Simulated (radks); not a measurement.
Ti12+, 10 electrons, occupied as [Ne] (the NIST ground configuration).

Method: scalar-relativistic Kohn-Sham, LDA (Slater exchange, Perdew-Wang correlation), spin-unpolarised, spherical densities, finite nucleus; Fermi nuclear charge, rms radius 3.5921 fm; computed with a radial shooting solver on a logarithmic mesh with Libxc functionals.

Energy parts (hartree):
part                       energy
total                  -793.37650
kinetic                 800.35017
electron-nucleus      -1757.22534
Hartree                 195.15259
exchange-correlation    -31.65392

Orbitals (lengths in bohr, moments of r in powers of bohr; r(90%) holds 90 % of the orbital's charge):
| orbital | occ. | eigenvalue (hartree) | r(90%) |
|---|---|---|---|
| 1s | 2 | -190.4907 | 0.124 |
| 2s | 2 | -30.87779 | 0.496 |
| 2p | 6 | -27.63086 | 0.465 |
| 3s | 0 | -11.08515 | 1.20 |
| 3p | 0 | -10.15157 | 1.22 |
| 3d | 0 | -8.88653 | 1.17 |

The highest occupied level is 2p at -751.87 eV. The electron density at the nucleus is 8419 e/bohr^3 (large components only).
